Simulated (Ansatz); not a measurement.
A geometry relaxed with B3LYP-D3(BJ)/def2-TZVP in Ansatz (an electronic-structure program), charge 0, multiplicity 1:

```xyz
5

Br    -0.6630     1.7403    -0.4262
Br    -1.2040    -1.4327    -0.3843
C      0.0051     0.0008     0.1239
H      0.0497     0.0074     1.2026
Br     1.8122    -0.3158    -0.5159
```

**Question.** Write the SMILES of this molecule.

**Answer.** `BrC(Br)Br`
